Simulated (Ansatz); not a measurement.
PBE exchange is replaced step by step with exact exchange (0 % is PBE, 25 % PBE0; no dispersion term), basis def2-TZVPD, Ansatz. System: the cluster BeF₂⁻ (the lowest doublet isomer of a short search). Total charge -1; doublet. Geometry: PBE-D4/def2-TZVPD, each spin state at its own.

Geometry of the doublet:

| atom | x (Å) | y (Å) | z (Å) |
| --- | --- | --- | --- |
| Be1 | 0.3799 | -0.1070 | 0.1238 |
| F2 | -0.0243 | 1.2480 | 0.4627 |
| F3 | -0.3555 | -1.1409 | -0.5865 |

At PBE-D4/def2-TZVPD, PBE with 5 % exact exchange/def2-TZVPD, PBE with 10 % exact exchange/def2-TZVPD, PBE with 15 % exact exchange/def2-TZVPD and others the highest occupied level of the charge -1 doublet lies above zero (up to 1.80 eV). By energy differences its removal costs 0.74 eV (vertical, to the charge 0 singlet, at PBE-D4/def2-TZVPD); a positive level beside a positive removal energy at the same level points to self-interaction error. At PBE-D4/def2-TZVPD, PBE with 5 % exact exchange/def2-TZVPD, PBE with 10 % exact exchange/def2-TZVPD, PBE with 15 % exact exchange/def2-TZVPD and others the highest occupied level of the charge -1 quartet lies above zero (up to 2.24 eV). It is a level of α spin, whose loss leaves a triplet; that state wasn't run at this geometry and level. The electron is either unbound and held by the finite basis, or the level is raised by self-interaction error. The structure comes from a short search, and lower isomers may exist.

HOMO and LUMO are taken over both spins.

```tsv
exact exchange (%)	HOMO (eV)	LUMO (eV)	gap (eV)	⟨S²⟩	quartet − doublet (kJ/mol)
5	1.67	3.23	1.56	0.751	655.0
10	1.54	3.37	1.83	0.751	661.3
15	1.40	3.50	2.09	0.751	667.5
25	1.13	3.70	2.58	0.751	679.9
35	0.85	3.85	3.00	0.751	692.1
50	0.43	4.06	3.63	0.751	710.0
```

Task: Fit a straight line to the column «quartet − doublet (kJ/mol)» against the share of exact exchange and predict its value at 0 %.

Result: With x = exact exchange (%) and y = quartet − doublet (kJ/mol): mean x = 23.33, mean y = 677.6; Σ(x − x̄)(y − ȳ) = 1753, Σ(x − x̄)² = 1433; slope b = 1.223, intercept a = ȳ − b·x̄ = 649.1. The residuals of the fitted rows reach 0.3. At x = 0 the line gives 649.1 + (1.223 × 0) = 649.1; the run gave 648.6, 0.5 less than the line.
